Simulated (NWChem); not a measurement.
Species: AuH$_{3}$O; SMILES [AuH]<-[OH2]

Computed with NWChem. All runs use the structure optimised with PBE-D3(BJ)/def2-SVP. def2 effective core potentials on Au; no spin-orbit coupling. Level MN15/def2-SVP: energy and gradient on several grids; changes count from the extra-fine grid, which is no exact limit either.

| grid | size of the energy change (μHa) | largest change of a gradient component (μHa/bohr) | time, medium = 1 (rough) |
|---|---|---|---|
| xcoarse | 10000 | 10000 | about 1 |
| coarse | 500 | 900 | about 1 |
| medium | < 10 | 200 | about 1 |
| fine | < 10 | < 30 | about 1 |
| xfine | < 10 | < 30 | 2 |
